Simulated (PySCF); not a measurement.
Atom-mapped SMILES (the numbers label the heavy atoms): `[CH:1]#[C:2][c:3]1[cH:4][n:5][n:6]([SiH:7]([CH3:8])[CH3:9])[n:10]1`. Each H is labelled by its parent atom.

[PySCF: NMR shieldings at PBE0/pcSseg-1/GIAO; coordinates at the GFN2-xTB level; relativity neglected; single conformer; isolated molecule; fast rotation and ring inversion assumed for equivalent nuclei]

Scale: ¹³C (σ = 186.93 ppm), ¹H (σ = 31.72 ppm), ²⁹Si (σ = 349.16 ppm) against TMS; NH3 for ¹⁵N (σ = 267.73 ppm) (reference shieldings calculated alike).

```csv
atoms,nucleus,count,Hirshfeld charge,δ (ppm)
C2,¹³C,1,-0.05,79.3
H(C8)/H(C9),¹H,6,0.05,0.50
Si7,²⁹Si,1,0.44,3.0
H(C1),¹H,1,0.10,2.97
C1,¹³C,1,-0.10,?
H(C4),¹H,1,0.07,?
C8/C9,¹³C,2,-0.21,-0.8
N6,¹⁵N,1,0.00,287.5
C3,¹³C,1,0.02,138.3
N10,¹⁵N,1,-0.12,385.2
N5,¹⁵N,1,-0.13,?
C4,¹³C,1,-0.02,146.5
H(Si7),¹H,1,-0.07,?
```

**Question.** Estimate the values marked ?.

**Answer.** 
- C1: 92.2 ppm, terminal alkyne carbon; sp carbons lie upfield of alkene carbons because the cylindrical π system leaves one tensor component strongly shielded
- H(C4): 7.95 ppm, hydrogen on an aromatic CH next to a ring nitrogen; it sits in the deshielding region of the aromatic ring current
- H(Si7): 5.67 ppm, hydrogen on a silicon bonded to 2 C, N
- N5: 381.8 ppm, pyridine-type nitrogen of an azole

Shifts are as computed. Against solution values, carbons near 30 ppm lie about +3 ppm off and those near 130 ppm about +5 ppm. Of 1211 compounds with measured shifts, 218 miss one by over three times the rms of a fit or turn the order of signals round; such compounds aren't used in these exercises. Experimental scales use liquid or dissolved standards, which lie at an offset from isolated NH3 (liquid NH3: subtract about 20 ppm). Unscaled 15N shifts of sp2 nitrogen come out 20 to 40 ppm too high even then.
